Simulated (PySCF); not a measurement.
C₆H₁₂O₂, charge -1, doublet, geometry from GFN2-xTB (a state made from the parent by changing its charge; the spin is typed, not shown lowest) (in this run its highest filled SCF level lies above zero, so its values depend strongly on the basis, on diffuse functions most of all); DF-PBE0/6-31G (PySCF).

Here is a job for PySCF.
```python
from pyscf import gto, scf, dft

mol = gto.Mole()
mol.atom = '''
    C    -3.509637    0.916776    0.055011
    C    -2.494879   -0.205624   -0.140139
    C    -1.095831    0.325829   -0.431900
    C    -0.069452   -0.806838   -0.613998
    O     1.202157   -0.334519   -0.893582
    C     2.142556   -0.346264    0.280363
    C     2.732752    1.055542    0.398610
    O     1.789499   -1.018727    1.317169
    H    -3.573613    1.532370   -0.841013
    H    -4.500832    0.516400    0.268705
    H    -3.210542    1.554744    0.884287
    H    -2.458097   -0.823247    0.760278
    H    -2.817426   -0.846426   -0.966543
    H    -0.756755    0.954001    0.393873
    H    -1.109924    0.940463   -1.337383
    H    -0.015085   -1.399946    0.316015
    H    -0.396954   -1.464972   -1.438925
    H     2.016586    1.807022    0.779040
    H     3.076999    1.391967   -0.580788
    H     3.579342    1.027072    1.086074
'''
mol.basis = '6-31g'
mol.charge = -1
mol.spin = 1
mol.verbose = 4
mol.build()

mf = dft.UKS(mol)
mf.xc = 'pbe0'
mf = mf.density_fit(auxbasis='def2-universal-jkfit')
mf.kernel()
mf.analyze()
```

What the program printed (banner, timings and long lists left out):

```
PySCF version 2.14.0

[INPUT] verbose = 4
[INPUT] num. atoms = 20
[INPUT] num. electrons = 65
[INPUT] charge = -1
[INPUT] spin (= nelec alpha-beta = 2S) = 1
[INPUT] symmetry False subgroup None
[INPUT] Mole.unit = angstrom
[INPUT] Symbol           X                Y                Z      unit          X                Y                Z       unit  Magmom
[...]
nuclear repulsion = 379.044059907946
number of shells = 64
number of NR pGTOs = 224
number of NR cGTOs = 96
basis = 6-31g
ecp = {}

******** <class 'pyscf.df.df_jk.DFUKS'> ********
method = DFUKS
initial guess = minao
damping factor = 0
level_shift factor = 0
DIIS = <class 'pyscf.scf.diis.CDIIS'>
diis_start_cycle = 1
diis_space = 8
diis_damp = 0
SCF conv_tol = 1e-09
SCF conv_tol_grad = None
SCF max_cycles = 50
direct_scf = False
number electrons alpha = 33  beta = 32
XC library pyscf.dft.libxc version 7.1.2
    S. Lehtola, C. Steigemann, M. J. T. Oliveira, and M. A. L. Marques,  SoftwareX 7, 1–5 (2018)
XC functionals = pbe0
    C. Adamo and V. Barone,  J. Chem. Phys. 110, 6158 (1999)
    M. Ernzerhof and G. E. Scuseria,  J. Chem. Phys. 110, 5029 (1999)
radial grids:
    Treutler-Ahlrichs [JCP 102, 346 (1995); DOI:10.1063/1.469408] (M4) radial grids

becke partition: Becke, JCP 88, 2547 (1988); DOI:10.1063/1.454033
pruning grids: <function nwchem_prune>
grids dens level: 3
symmetrized grids: False
atomic radii adjust function: <function treutler_atomic_radii_adjust>
small_rho_cutoff = 0
Set gradient conv threshold to 3.16228e-05
tot grids = 230568
******** <class 'pyscf.df.df.DF'> ********
auxbasis = def2-universal-jkfit
init E= -386.348051723906

cycle= 1 E= -385.477400880685  delta_E= 0.871  |g|= 0.703  |ddm|= 2.91

cycle= 2 E= -384.61408559119  delta_E= 0.863  |g|= 1.41  |ddm|= 9.82
cycle= 3 E= -385.642909288047  delta_E= -1.03  |g|= 0.346  |ddm|=  9.7
cycle= 4 E= -385.697159123608  delta_E= -0.0542  |g|= 0.0836  |ddm|= 0.446
cycle= 5 E= -385.699703538377  delta_E= -0.00254  |g|= 0.0552  |ddm|= 0.244
cycle= 6 E= -385.701111268696  delta_E= -0.00141  |g|= 0.00809  |ddm|= 0.0691
cycle= 7 E= -385.701166519761  delta_E= -5.53e-05  |g|= 0.00233  |ddm|= 0.0224
cycle= 8 E= -385.70117374863  delta_E= -7.23e-06  |g|= 0.00154  |ddm|= 0.00842
cycle= 9 E= -385.701175890912  delta_E= -2.14e-06  |g|= 0.000419  |ddm|= 0.00435
cycle= 10 E= -385.701176062999  delta_E= -1.72e-07  |g|= 0.000103  |ddm|= 0.00166
cycle= 11 E= -385.701176074643  delta_E= -1.16e-08  |g|= 4.52e-05  |ddm|= 0.000458
[...]
converged SCF energy = -385.701176076119  <S^2> = 0.75323468  2S+1 = 2.0032321
Total Energy =                        -385.701176076118884
[...]
spin_pop of  18 H 1s        0.00020
spin_pop of  18 H 2s        0.00037
spin_pop of  19 H 1s       -0.00006
spin_pop of  19 H 2s        0.00025
 ** Mulliken Spin Density (per atom)  **
spin density of  0 C =      0.00048
spin density of  1 C =      0.00268
spin density of  2 C =      0.00453
spin density of  3 C =      0.01437
spin density of  4 O =      0.02707
spin density of  5 C =      0.61470
spin density of  6 C =      0.00314
spin density of  7 O =      0.25960
spin density of  8 H =     -0.00001
spin density of  9 H =      0.00065
spin density of  10 H =     -0.00000
spin density of  11 H =      0.00008
spin density of  12 H =     -0.00006
spin density of  13 H =      0.00118
spin density of  14 H =     -0.00011
spin density of  15 H =      0.00348
spin density of  16 H =     -0.00100
spin density of  17 H =      0.06845
spin density of  18 H =      0.00057
spin density of  19 H =      0.00018
 ** Mulliken pop alpha/beta on meta-lowdin orthogonal AOs **
 ** Mulliken pop       alpha | beta **
In total            33.00000 | 32.00000
 ** Mulliken atomic charges   ( Nelec_alpha | Nelec_beta ) **
charge of  0C =     -0.33122  (     3.16585      3.16537 )
charge of  1C =     -0.18916  (     3.09592      3.09324 )
charge of  2C =     -0.20534  (     3.10493      3.10040 )
charge of  3C =     -0.02225  (     3.01831      3.00394 )
charge of  4O =     -0.46508  (     4.24608      4.21900 )
charge of  5C =      0.14551  (     3.23459      2.61989 )
charge of  6C =     -0.35128  (     3.17721      3.17407 )
charge of  7O =     -0.63552  (     4.44756      4.18796 )
charge of  8H =      0.09856  (     0.45071      0.45072 )
charge of  9H =      0.09133  (     0.45466      0.45401 )
charge of  10H =      0.10349  (     0.44825      0.44826 )
charge of  11H =      0.09791  (     0.45108      0.45100 )
charge of  12H =      0.08684  (     0.45655      0.45661 )
charge of  13H =      0.09991  (     0.45063      0.44945 )
charge of  14H =      0.08294  (     0.45847      0.45859 )
charge of  15H =      0.10538  (     0.44905      0.44557 )
charge of  16H =      0.06141  (     0.46879      0.46979 )
charge of  17H =      0.04918  (     0.50963      0.44119 )
charge of  18H =      0.08859  (     0.45599      0.45542 )
charge of  19H =      0.08878  (     0.45570      0.45552 )

WARN: System has nonzero charge -1; the dipole moment is origin-dependent.
Location of origin: [0. 0. 0.]

Dipole moment(X, Y, Z, Debye): -7.49711,  2.59410, -1.74639
```
